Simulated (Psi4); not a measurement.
Pair of molecules, SMILES C=O with SMILES CC#N (the first has 4 atoms); geometry from B3LYP-D3(BJ)/def2-TZVP, rigid monomers moved along the line of their centres of mass till O2···H10 is 3.38 Å.
(charge 0, multiplicity 1):
```tsv
atom	x (Å)	y (Å)	z (Å)
C	-0.4693	-0.4553	0.1650
O	0.6649	-0.0557	0.1357
H	-0.7102	-1.5294	0.2560
H	-1.3338	0.2294	0.1021
C	1.1898	0.4893	4.3375
C	-0.1750	0.0014	4.2522
N	-1.2518	-0.3872	4.1420
H	1.2100	1.4768	4.7987
H	1.7984	-0.1925	4.9316
H	1.6034	0.5546	3.3296
```

Method: SAPT0/jun-cc-pV(D+d)Z (Psi4).

Task: Give the four SAPT terms and the total, and say what mostly holds the pair together.

Result: electrostatics -9.8, exchange 0.8, induction -0.7, dispersion -2.0, total -11.7 kJ/mol; the largest attraction is electrostatics.
